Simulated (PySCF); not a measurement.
Compound: C₃H₂ClN₃O₂Si.
SMILES with atom numbers: `[N:1]#[C:2][c:3]1[n:4][c:5]([O:6][SiH2:7][Cl:8])[n:9][o:10]1` (hydrogens: H11, H12 on Si7)

Geometry (PBE0-D3(BJ)/def2-SVP, Å), atoms numbered from 1 in this order:
```xyz
12
C3H2ClN3O2Si angstrom
N     -4.1793    0.3898    0.7135
C     -3.0961   -0.0121    0.6503
C     -1.7603   -0.5004    0.5672
N     -0.6732    0.1770    0.3676
C      0.2716   -0.8106    0.3814
O      1.5479   -0.5656    0.2125
Si     2.1405    1.0055   -0.0841
Cl     4.1479    0.7402   -0.3431
N     -0.2060   -2.0170    0.5777
O     -1.5499   -1.8057    0.7009
H      1.5354    1.5231   -1.3318
H      1.8963    1.8485    1.1079
```

Jobs on this species (12 atoms, 88 electrons) with PySCF (density fitting). Hardware of each: one thread of an Arm Neoverse V2, on a shared host. Other jobs ran on the host; a repeat could differ by tens of per cent or more. Peak memory is the resident size of the whole Python process, interpreter and libraries included.

```
                 level and settings                                                              work  basis functions  SCF cycles  wall time  peak memory
B3LYP/def2-SVPD, IEF-PCM chloroform                          6 singlets by full TDDFT, polarisability              233           ?          ?            ?
 PBE0-D3(BJ)/def2-SVP, grid level 1      geometry optimisation from a GFN2-xTB start shaken at random              158         111    2.7 min     0.66 GiB
                    B3LYP/def2-SVPD  6 singlets by full TDDFT, polarisability, dynamic polarisability              233          15       44 s     0.92 GiB
   B3LYP/def2-SVPD, IEF-PCM benzene                          6 singlets by full TDDFT, polarisability              233          15       36 s      1.0 GiB
  PBE0/pcSseg-1, IEF-PCM chloroform                                shieldings, ring-centre shieldings              194          15       23 s     0.96 GiB
     PBE0/pcSseg-1, IEF-PCM benzene   shieldings, ring-centre shieldings, charges and field gradients              194          15       25 s     0.96 GiB
```

Problem. Fill in the missing figures.

Solution. 
- B3LYP/def2-SVPD, IEF-PCM chloroform; 6 singlets by full TDDFT, polarisability: 35 s, 1.0 GiB, 15 SCF cycles

Problem. What do all jobs in the table cost together?

Solution. About 5.4 min; the longest takes about 50 % of that, and about 7 times as long as the shortest.
